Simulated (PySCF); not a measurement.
H₃Si, SMILES [SiH3+], charge +1.

Coordinates come from a PBE0-D3(BJ)/def2-TZVPD optimisation.

Two levels are set side by side: PBE/def2-TZVPD (PySCF) and r2SCAN/def2-TZVPD (PySCF). Same geometry, gas phase. Differences are taken from unrounded values.

```csv
quantity,r2SCAN
orbital gap (eV),5.79
highest occupied level (eV),-16.67
lowest empty level (eV),-10.89
mean polarisability (bohr³),20.4
```

Task: What does PBE give, and how far is it from r2SCAN? (An estimate is asked for; the answer gives what the named calculation found.)

Result: 
```tsv
quantity	PBE	PBE minus r2SCAN
orbital gap (eV)	5.07	-0.72
highest occupied level (eV)	-16.33	0.35
lowest empty level (eV)	-11.26	-0.37
mean polarisability (bohr³)	20.8	0.5
```

Rough cost on one machine, each run with all the roots and properties that it gave: r2SCAN against PBE about 4 times.
